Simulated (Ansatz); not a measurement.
The same atomization along the group F, Cl, Br, I.

Program: Ansatz. Geometries: PBE0-D4/def2-TZVP. ΔE: electronic, gas phase. CBS: MP2 limit from def2 TZ/QZ plus the TZ coupled-cluster correction, frozen cores. This one scheme is used for every species, atoms too. DFT in def2-TZVPP. Open shells (•) are unrestricted, without spin–orbit coupling. Spin–orbit coupling would lower the free atoms: a little for Cl, F, Si; clearly for Br; strongly for I. def2 core potentials past Kr. Bonds to Br, I are less sure, by a few kJ/mol each and by 10 to 20 or more in all where they break to atoms, as the def2 sets lack core-valence functions. Scalar relativity is left out up to krypton.

| reaction | CCSD(T)/CBS(def2) (kJ/mol) |
| --- | --- |
| `F[SiH2][SiH3]` → 5 H• + F• + 2 Si• | ? |
| `[SiH3][SiH2]Cl` → 5 H• + Cl• + 2 Si• | 2307 |
| `[SiH3][SiH2]Br` → 5 H• + Br• + 2 Si• | 2258 |
| `[SiH3][SiH2]I` → 5 H• + I• + 2 Si• | 2199 |

Question: Fill in the missing values. (Estimate.)

Answer: Ansatz gave: `F[SiH2][SiH3]` → 5 H• + F• + 2 Si•: +2478.3 kJ/mol.

Largest T1 diagnostic: 0.012, for `F[SiH2][SiH3]`.

For atomizations the MP2-based limit and the directly extrapolated one differ by several kJ/mol either way, and by 10 to 25 for some Ge, Se and Sn compounds, so smaller differences from it don't rank the levels.
